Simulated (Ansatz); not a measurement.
System: C₃H₄N, net charge 0, doublet state. It need not be the lowest isomer of its formula. SMILES: [C-]#[N+][CH]C
Coordinates optimised at B3LYP-D3(BJ)/def2-TZVP (Ansatz, a quantum-chemistry and plane-wave program):
```xyz
8

C     -1.5792     0.1486    -0.0893
C     -0.2734    -0.4526    -0.4641
N      0.8589    -0.0212     0.1045
C      1.8402     0.3806     0.6239
H     -1.5948     1.2231    -0.3001
H     -1.7743     0.0335     0.9821
H     -2.3891    -0.3243    -0.6418
H     -0.1800    -1.2434    -1.1948
```
Charge 0, spin multiplicity 2.

Computed values are from Ansatz. Valence correlation only, unless marked. Open shells are spin-unrestricted. No spin-orbit coupling. No relativistic terms. Basis-set limits of correlation are two-point, X^-3; Hartree-Fock from the larger set. The bracket is a focal-point correction in the basis named.

**Question.** What is the T1 diagnostic at CCSD/aug-cc-pVTZ?

**Answer.** 0.021.

**Question.** What is the total energy at RI-MP2/CBS(aug-cc-pVTZ,aug-cc-pVQZ)+[CCSD(T)-MP2]/aug-cc-pVTZ?

**Answer.** -171.1563 Eh.

**Question.** What is the atomisation energy De at RI-MP2/CBS(aug-cc-pVTZ,aug-cc-pVQZ)+[CCSD(T)-MP2]/aug-cc-pVTZ?

**Answer.** 784.3 kcal/mol.

**Question.** What is the dipole moment at CCSD(T)/aug-cc-pVDZ?

**Answer.** 3.78 D.
